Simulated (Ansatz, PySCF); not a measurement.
Reaction (SMILES): O=C(O)C(F)(F)F → O=[C]O + F[C](F)F (the C-C bond at the site shown breaks; other sites are not compared here)
Structures are relaxed separately at B3LYP-D3(BJ)/def2-TZVP in Ansatz (a first-principles code), one conformer each, not searched for the lowest. Frequencies are from Ansatz or PySCF.
Geometry of the first species:
SMILES: O=C(O)C(F)(F)F
```xyz
8

O      1.5738    -0.8797     0.3925
C      0.9301     0.2182    -0.0117
O      1.4257     1.2579    -0.3227
C     -0.5979    -0.0420    -0.0249
F     -1.0263    -0.3704     1.2030
F     -1.2494     1.0441    -0.4257
F     -0.8926    -1.0508    -0.8583
H      2.5259    -0.6890     0.3912
```
Charge 0, spin multiplicity 1.

Quantity: bond dissociation energy (enthalpy at 298 K, with B3LYP-D3(BJ) rigid-rotor harmonic-oscillator terms), in kJ/mol. Cores are frozen in the correlated levels unless marked. UHF or UKS for open shells. No spin-orbit coupling. Non-relativistic. Basis-set limits of correlation are two-point, X^-3; Hartree-Fock from the larger set. [CCSD(T)-MP2]/basis is that difference in the basis named.

RI-MP2/CBS(cc-pVTZ,cc-pVQZ)+[CCSD(T)-MP2]/cc-pVTZ (Ansatz) gives 385.4 kJ/mol.

**Question.** Another calculation gave 362.5 kJ/mol. Which level was it?
(A) PBE/def2-TZVPD (Ansatz)
(B) BLYP/def2-TZVPD (Ansatz)
(C) HF/def2-TZVPD (PySCF)
(D) B2GP-PLYP/def2-TZVPD (Ansatz)

**Answer.** D, B2GP-PLYP/def2-TZVPD (Ansatz). The others give 270.2 (HF), 321.3 (BLYP), 347.9 (PBE) kJ/mol.
